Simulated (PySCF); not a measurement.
C₃H₇ClSi, SMILES C1CC1[SiH2]Cl.

Geometry optimised at PBE-D3(BJ)/def2-SVP. This is a generated structure with no PubChem entry under its InChIKey; it may be hypothetical. One conformer was computed; it need not be the lowest.

These are PBE/def2-TZVP run with PySCF values and carry that method's errors.

```
Item                                                                                                            Value
---------------------------------------------------------------------------------------------  ----------------------
total energy                                                                                       -867.80523 hartree
highest occupied level                                                                                       -7.08 eV
lowest empty level                                                                                           -0.60 eV
orbital gap                                                                                                   6.48 eV
dipole moment                                                                                                  2.10 D
quadrupole, principal values (traceless, Buckingham form, about the centre of nuclear charge)  -2.66, -0.11, 2.77 D·Å
mean static polarisability                                                                      73.9 bohr³ (10.95 Å³)
polarisability, principal values                                                               62.3, 70.6, 88.8 bohr³
```
